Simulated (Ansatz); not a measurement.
Isomers of C3H4OSi, relaxed with PBE0-D4/def2-TZVP in Ansatz; electronic energies, one conformer each and not always the lowest. Functionals use def2-TZVPP; CBS adds triple-zeta CCSD(T) − MP2 to the MP2 limit of def2-TZVPP and def2-QZVPP.

Order them by energy at frozen-core CCSD(T)/CBS, lowest first. (Best estimate.)
A. `C=C1[SiH2]C1=O`
B. `C#C[SiH2]C=O`
C. `C=C=C1O[SiH2]1`
D. `C#CC(=O)[SiH3]`
E. `O=C=C=C[SiH3]`

B (0.0 kJ/mol), E (24.4 kJ/mol), C (29.2 kJ/mol), D (43.6 kJ/mol), A (71.5 kJ/mol).

How do r2SCAN-D4, HF/CBS(def2), B3LYP-D4, B2PLYP place them (kJ/mol, against `C#C[SiH2]C=O`)? (Estimate.)

The calculation gave: 
```
          isomer  r2SCAN-D4  HF/CBS(def2)  B3LYP-D4  B2PLYP
`C=C1[SiH2]C1=O`       35.8         106.2      54.6    67.0
`C=C=C1O[SiH2]1`       -3.9          64.9      16.5    26.2
 `O=C=C=C[SiH3]`      -16.0          41.2      -2.5     8.1
`C#CC(=O)[SiH3]`       33.4          48.8      35.4    39.0
```

B3LYP here is the variant with VWN-RPA as its local correlation; programs differ in this.
